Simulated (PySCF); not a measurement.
C₃H₈Si. Atoms are numbered in the order given.

```xyz
12

Si     0.4798    -0.4210     0.4387
C      1.9341     0.2530    -0.5569
C     -1.1484    -0.0898    -0.4312
C     -2.1336     0.6606     0.0811
H      0.6625    -1.8941     0.6251
H      0.4254     0.2240     1.7856
H      1.8431     1.3425    -0.6918
H      2.8899     0.0465    -0.0490
H      1.9734    -0.2120    -1.5553
H     -1.3049    -0.5281    -1.4273
H     -3.0712     0.8434    -0.4568
H     -2.0483     1.1283     1.0690
```
Charge 0, spin multiplicity 1.

Geometry optimised at B3LYP-D3(BJ)/def2-SVP. The values are those of a single conformer.

All values below come from TDDFT-CAM-B3LYP/def2-SVPD (PySCF).

Vertical excitations. 

List the lowest excited states. (An estimate is asked for; the answer gives what the named calculation found.)


```tsv
state	energy (eV)	λ (nm)	f	main pairs
S1	6.72	184	0.002	HOMO−1→LUMO 90 %
S2	7.13	174	0.471	HOMO→LUMO 96 %
S3	7.56	164	0.031	HOMO→LUMO+1 52 %, HOMO→LUMO+2 37 %
S4	8.03	154	0.004	HOMO→LUMO+2 48 %, HOMO→LUMO+1 34 %
S5	8.09	153	0.009	HOMO−2→LUMO 89 %
S6	8.38	148	0.001	HOMO→LUMO+3 52 %, HOMO→LUMO+5 18 %, HOMO→LUMO+4 12 %
S7	8.50	146	0.024	HOMO−3→LUMO 44 %, HOMO→LUMO+5 23 %, HOMO→LUMO+4 16 %
S8	8.58	144	0.013	HOMO−1→LUMO+1 49 %, HOMO→LUMO+4 20 %, HOMO−3→LUMO 13 %
S9	8.62	144	0.001	HOMO−1→LUMO+1 29 %, HOMO−3→LUMO 26 %, HOMO→LUMO+4 18 %
S10	8.75	142	0.022	HOMO→LUMO+5 39 %, HOMO→LUMO+3 28 %, HOMO→LUMO+4 17 %
T1	4.20	295	0	HOMO→LUMO 82 %
T2	6.15	202	0	HOMO−1→LUMO 90 %
T3	7.40	168	0	HOMO→LUMO+1 50 %, HOMO→LUMO+2 37 %
T4	7.63	162	0	HOMO→LUMO+2 29 %, HOMO−3→LUMO 24 %, HOMO→LUMO+1 15 %, HOMO→LUMO 10 %
```
Triplets are in the Tamm–Dancoff approximation, which puts them higher than full response would, so one can lie above its singlet here.
